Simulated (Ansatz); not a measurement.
Zn₂Cu (the lowest doublet isomer of a short search). The state is a doublet with charge 0. Geometry PBE-D4/def2-TZVP, basis def2-TZVP, Ansatz.

Cartesian coordinates in Å:
```
Cu 0.001 0.001 0.000
Zn 0.342 0.247 2.438
Zn -0.343 -0.248 -2.438
```

```
run  HOMO (eV)  LUMO (eV)
  A      -4.12      -2.67
  B      -4.19      -2.29
  C      -5.60      -0.61
  D      -3.78      -3.19
  E      -3.85      -2.64
  F      -3.99      -2.79
```

B3LYP takes the VWN-RPA correlation. HSE06 is defined as in plane-wave codes, on full-range PBE exchange. The structure comes from a short search, and lower isomers may exist.

HOMO and LUMO are taken over both spins.

Task: The runs used B3LYP, HSE06, PBE, PBE0, r2SCAN, ωB97X-V. Estimate which is which.

Result: A B3LYP (20 % exact exchange); B PBE0 (25 % exact exchange); C ωB97X-V (range-separated); D PBE (0 % exact exchange); E HSE06 (range-separated); F r2SCAN (0 % exact exchange). Exact exchange lowers occupied and raises empty levels; among semilocal functionals meta-GGAs tend to open the gap a little, and such runs are hard to tell apart. The gap grows from 0.59 eV (PBE) to 4.99 eV (ωB97X-V).
